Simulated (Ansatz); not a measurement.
`[CH3][Sb]([OH])[GaH2]` + H₂Se → `[GaH2][SeH]` + `[CH3][SbH][OH]` at 600 K and 1 bar (cleavage of the Ga–Sb bond).

Isolated molecules relaxed with PBE0-D4/def2-TZVP in Ansatz; ΔE leaves out vibrations. CCSD(T)/CBS adds triple-zeta CCSD(T) − MP2 to the extrapolated MP2 energy (def2 sets, frozen cores). Elements past krypton have def2 core potentials. For Ga, Sb, Se outer-core shells are correlated without core-valence functions, which leaves a few kJ/mol of doubt a bond. Scalar relativity is left out up to krypton. Each species was taken in one conformer, which may not be the lowest.

```tsv
species	CCSD(T)/CBS energy (Eh)	H − E (kJ/mol)	S (J/(mol·K))
`[CH3][Sb]([OH])[GaH2]`	-2280.79831	232.7	493.5
H₂Se	-2401.89790	57.0	244.8
`[GaH2][SeH]`	-4326.46797	92.9	342.3
`[CH3][SbH][OH]`	-356.25469	196.1	388.5
```

H − E and S are ideal-gas, rigid-rotor, harmonic terms from PBE0-D4/def2-TZVP, for one conformer and one mirror image of each species. 1 Eh = 2625.50 kJ/mol, R = 8.31446 J/(mol·K).

**Question.** By hand: ΔE, ΔH, ΔS and ΔG.

**Answer.** ΔE = (-4326.46797) + (-356.25469) − (-2280.79831) − (-2401.89790) = -0.02645 Eh = -69.4 kJ/mol. Δ(H − E) = 92.9 + 196.1 − 232.7 − 57.0 = -0.7, so ΔH = -70.1 kJ/mol. ΔS = 342.3 + 388.5 − 493.5 − 244.8 = -7.5 J/(mol·K). ΔG = -70.1 − 600 × (-7.5)/1000 = -65.6 kJ/mol.

**Question.** By hand: the equilibrium constant, and the temperature at which ΔG would vanish if ΔH and ΔS stayed fixed.

**Answer.** log₁₀ K = −ΔG/(RT ln 10) = 5.7. ΔG = 0 at ΔH/ΔS = 9347 K, far beyond where these terms or the molecules hold.

The number of gas molecules stays the same, so ΔS is small and ΔH decides. A doubt of 5 kJ/mol in ΔE shifts log₁₀ K by 0.4 here. Other conformers and mirror images would add mixing entropy, several J/(mol·K) or more a flexible species. These are equilibria of isolated gas molecules and say nothing of rates. Largest T1 diagnostic: 0.014 (customary marks: 0.02 for closed shells, 0.045 for open ones).
